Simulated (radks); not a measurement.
Values are calculated unless marked as measured or tabulated.
Ionisation of the rhenium ion Re2+, [Xe] 4f14 5d5, to Re3+, [Xe] 4f14 5d4, under several functionals. Dirac Kohn-Sham, spin-unpolarised, spherical densities, point nucleus; open shells fill j = l - 1/2 first; a radial shooting solver on a logarithmic mesh with Libxc functionals.

| functional | E(Re2+) (hartree) | Exc (hartree) | IE (eV) | -e(HOMO) (eV) | <r> HOMO (bohr) | IE error (eV) |
|---|---|---|---|---|---|---|
| SOGGA | -16711.4682 | -327.0387 | 26.333 | 20.682 | 1.811 | -0.667 |
| revPBE | -16717.2736 | -332.9002 | 26.328 | 20.677 | 1.813 | -0.672 |
| HCTH/407 | -16726.6534 | -342.6583 | 26.702 | 21.009 | 1.800 | -0.298 |
| BP86 | -16718.9477 | -334.5866 | 26.556 | 20.913 | 1.812 | -0.444 |
| LDA (Slater exchange, VWN5 correlation) | -16707.2561 | -322.7847 | 26.744 | 21.084 | 1.815 | -0.256 |
| Wu-Cohen GGA | -16715.7447 | -331.3583 | 26.458 | 20.805 | 1.811 | -0.542 |

NIST Atomic Spectra Database: 27 eV (theoretical). Closest: LDA (Slater exchange, VWN5 correlation). The Delta-SCF values span 0.42 eV, the total energies 19.40 hartree. The highest occupied level is 5d5/2. Spin polarisation and multiplet splitting are left out, so open shells lie too high by an amount that depends on their filling.

Beside tabulated values, note that spin-unpolarised runs miss the spin-polarisation part of the exchange energy of open shells.
